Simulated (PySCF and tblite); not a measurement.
Results of a calculation; reference values are marked as such.
Conformer ensemble of C6H9F3S, numbered as in [F:1][C:2]([F:3])([F:4])[C@H:5]1[CH2:6][CH2:7][CH2:8][CH2:9][S:10]1

The ensemble was built from 90 distance-geometry starts (ETKDG and KDG, MMFF94s, GFN2-xTB) and rests on PBE0-D3(BJ)/def2-SVP geometries. Weights use PBE0-D3(BJ)/def2-SVPD energies plus GFN2-xTB zero-point and thermal terms (modes under about 100 cm⁻¹ blended into free rotors). Symmetry numbers and mirror images are counted. Conformers within 4 kcal/mol (GFN2-xTB free energy) were kept, 5 at most. GIAO shieldings: PBE0/pcSseg-1. Shifts are against TMS (¹H), TMS (¹³C), CFCl3 (¹⁹F) at the same level; of two unlike H on one atom, a is the less shielded. Run with PySCF (density fitting) and tblite.

The 6-ring runs over atoms 5–6–7–8–9–10.

```tsv
conformer	shape	symmetry	E(GFN2) kcal/mol	E(DFT) kcal/mol	G(298.15 K) kcal/mol	weight %	dipole D
1	6-ring chair (C2 axial)	C1	0.00	0.00	0.00	67.7	2.70
2	6-ring chair (all substituents equatorial)	C1	0.26	0.88	0.45	31.9	3.80
3	6-ring twist-boat (ring torsions -72, 31, 38, -64, 27, 33°)	C1	2.81	3.50	3.16	0.3	3.13
4	6-ring between boat and twist-boat (ring torsions -45, -23, 68, -44, -18, 64°)	C1	3.82	4.61	4.11	0.1	3.78
```

Weights (%) against temperature:

```csv
T (K),1,2,3,4,S(mix) cal/mol/K
250,72.1,27.8,0.1,0.0,1.19
273.15,69.8,29.9,0.2,0.0,1.25
298.15,67.7,31.9,0.3,0.1,1.30
323.15,65.8,33.6,0.5,0.1,1.34
373.15,62.5,36.3,0.9,0.3,1.43
```

Averaged shifts at 298.15 K. ¹H: 2.86 (H9a, 1H), 2.59 (H5, 1H), 2.20 (H9b, 1H), 1.93 (H6a, 1H), 1.75 (H6b, 1H), 1.70 (H7a, 1H), 1.66 (H8a, 1H), 1.54 (H8b, 1H), 1.29 (H7b, 1H) ppm. ¹³C: 132.6 (C2), 45.7 (C5), 31.4 (C9), 28.1 (C8), 27.5 (C6), 23.8 (C7) ppm. ¹⁹F: -82.5 (F1/F3/F4) ppm.

Coordinates of conformer 1 (Å):

```xyz
19

F     1.438    0.805    1.463
C     2.070    0.395    0.354
F     2.913    1.359   -0.005
F     2.808   -0.671    0.699
C     1.115    0.037   -0.773
C     0.278   -1.211   -0.498
C    -0.847   -1.029    0.516
C    -1.838    0.059    0.115
C    -1.187    1.424   -0.029
S     0.115    1.462   -1.298
H     1.772   -0.157   -1.636
H    -0.151   -1.524   -1.463
H     0.954   -2.018   -0.173
H    -1.378   -1.988    0.623
H    -0.426   -0.797    1.508
H    -2.639    0.126    0.870
H    -2.320   -0.213   -0.840
H    -1.914    2.178   -0.368
H    -0.772    1.772    0.929
```

Unscaled ¹⁹F shifts at such levels can be off by tens of ppm; differences between conformers or isomers are more reliable. Shifts are unscaled: against experiment ¹³C can be off by 15 ppm or more and ¹H by 0.8 ppm.

Search and properties took 4.2 min on 1 thread of Arm Neoverse V2, shared host (rough), launched as `OMP_NUM_THREADS=1 python ens_run.py task.json out`.
